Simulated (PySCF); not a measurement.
B(F)(Et)(vinyl) (C₄H₈BF), SMILES C=CB(F)CC.

Coordinates come from a PBE0-D3(BJ)/def2-SVP optimisation. One conformer was computed; it need not be the lowest.

Vertical ionisation energy (IE) and electron affinity (EA) in eV. Rows of orbital energies are one-electron estimates. Where ΔSCF, EOM or ADC give a negative EA the extra electron is unbound and the value depends on the basis.

| level | IE | EA |
|---|---|---|
| −ε(HOMO), −ε(LUMO), B3LYP/def2-TZVP (PySCF) | 7.99 | 1.62 |
| −ε(HOMO), −ε(LUMO), PBE/def2-TZVP (PySCF) | [?] | [?] |

What belongs in the gaps? (An estimate is asked for; the answer gives what the named calculation found.)


- −ε(HOMO), −ε(LUMO), PBE/def2-TZVP (PySCF), IE: 6.91
- −ε(HOMO), −ε(LUMO), PBE/def2-TZVP (PySCF), EA: 2.38
